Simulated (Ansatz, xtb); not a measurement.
## Isomers of CH11NO2Si3 in order of energy

5 gas-phase structures of CH11NO2Si3, from a drawn sample of its isomers (lower ones may exist). Each was relaxed with GFN2-xTB; where two conformers were screened, the lower at r2SCAN-D4/def2-SVP is listed:

A. `C[Si@@H](N)O[SiH2]O[SiH3]`, a singlet
B. `C[Si](N)(O[SiH3])O[SiH3]`, a singlet
C. `CN([SiH3])[SiH2]O[SiH2]O`, a singlet
D. `C[SiH2]O[SiH2]O[SiH2]N`, a singlet
E. `NC[SiH2]O[SiH2]O[SiH3]`, a singlet

Task: Which do you expect lowest at r2SCAN-D4/def2-SVP, and how would the others follow?

Result: Calculated order at r2SCAN-D4/def2-SVP: D (0.0), B (0.0), A (2.2), C (30.9), E (37.7) kcal/mol. Less than 1 kcal/mol parts D and B, so the order within that pair means little. CCSD(T)/def2-SVP + ΔMP2/def2-TZVPP after further relaxation puts B lowest instead.

Energies above the lowest of each column, in kcal/mol; the last columns are at B3LYP/def2-SVP geometries and were run for some of them only (a dash: not run or not comparable):

```tsv
structure	GFN2-xTB	HF/STO-3G	r2SCAN-D4/def2-SVP	B3LYP/def2-SVP	CCSD(T)/def2-SVP + ΔMP2/def2-TZVPP
D	0.0	5.3	0.0	0.4	1.1
B	4.7	0.0	0.0	0.0	0.0
A	0.8	3.9	2.2	0.9	1.2
C	15.8	23.6	30.9	–	–
E	21.1	36.6	37.7	–	–
```

CCSD(T)/def2-SVP + ΔMP2/def2-TZVPP puts B lowest of those it was run on; GFN2-xTB picks D. CCSD(T)/def2-SVP + ΔMP2/def2-TZVPP orders those it was run on as B (0.0), D (1.1), A (1.2) kcal/mol. Less than 1 kcal/mol parts D and A, so the order within that pair means little. Some further structures that were screened fall inside this span and aren't listed. Flexible structures stand in one conformer each, not always the lowest. D keeps a small imaginary mode. A keeps a small imaginary mode. Frequencies (GFN2-xTB) were run for A, B, D alone. ΔMP2 is the change of the MP2 energy from the smaller to the larger basis.

Over these structures GFN2-xTB departs from r2SCAN-D4/def2-SVP by 8.1 kcal/mol on average once a common shift is removed. A GFN2-xTB relaxation took about 0.3 s and the r2SCAN-D4/def2-SVP energy about 0.82 s on a shared host (Ansatz 0.2.0, xtb 6.7.1).
